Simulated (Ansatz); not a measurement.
MoO3, relaxed as a singlet with RKS r2SCAN-D4/def2-TZVP in Ansatz, starting from the GFN2-xTB geometry. Force threshold 0.02 eV/Å.

In the def2 sets Mo takes a core potential; there is no spin–orbit coupling. The restricted singlet is unstable towards broken spin symmetry in Hartree–Fock (as tested in another run); at r2SCAN-D4/def2-TZVP this wasn't settled.

Start:

```xyz
4

Mo   -0.329    0.115    0.109
O     0.589   -0.097    1.472
O     0.297    1.291   -0.876
O    -0.557   -1.310   -0.705
```

| step | energy (eV) | largest force component (eV/Å) | SCF passes |
| --- | --- | --- | --- |
| 1 | -7999.8579 | 3.426 | 20 |
| 2 | -8000.0986 | 0.148 | 27 |
| 3 | -8000.0992 | 0.012 | 25 |

Force components are those of the run's own axes.

End:

```xyz
4

Mo   -0.382    0.134    0.127
O     0.614   -0.104    1.489
O     0.318    1.306   -0.895
O    -0.549   -1.336   -0.721
```

By distances, no bond broke or formed. The bond that changes most is Mo1–O4, from 1.66 to 1.70 Å (atoms count from 1).

No frequencies were taken in this run, so the end may be a saddle point.

It took 2.2 s on 4 threads of AMD EPYC 9B45 on a shared host.
